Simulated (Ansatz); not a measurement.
Species: C₃H₉BN (charge -1, singlet). It need not be the lowest isomer of its formula. Whether it binds its extra electron was not tested at this geometry. 
Coordinates optimised at B3LYP-D3(BJ)/def2-TZVP (Ansatz, a first-principles code):
```
B
N 1 1.3664
C 2 1.4287 1 123.87
H 3 1.1068 2 111.93 1 -121.43
H 3 1.1068 4 104.65 2 121.43
H 3 1.1133 4 105.42 5 110.93
C 1 1.6228 2 119.43 3 -180.00
H 7 1.0944 1 110.83 2 0.00
H 7 1.1008 8 107.90 1 -123.22
H 7 1.1008 8 107.90 9 -113.55
C 1 1.6305 2 127.18 3 0.00
H 11 1.0952 1 114.47 2 0.00
H 11 1.0996 12 107.12 6 -123.58
H 11 1.0996 12 107.12 13 -112.85
```
Charge -1, spin multiplicity 1.

Basis-set convergence of Hartree-Fock and CCSD correlation energies (hartree) with Ansatz. Correlated levels leave the core frozen unless marked. Spin-orbit coupling is left out. No relativistic terms. This anion needs diffuse functions, which these sets lack.

```tsv
basis	functions	E(HF)	E(corr, CCSD)
cc-pVDZ	115	-197.98419	-0.76891
cc-pVTZ	276	-198.04509	-0.91682
cc-pVQZ	545	?	?
```

Fill in the missing entries.


- cc-pVQZ, E(HF): -198.05973
- cc-pVQZ, E(corr, CCSD): -0.96133
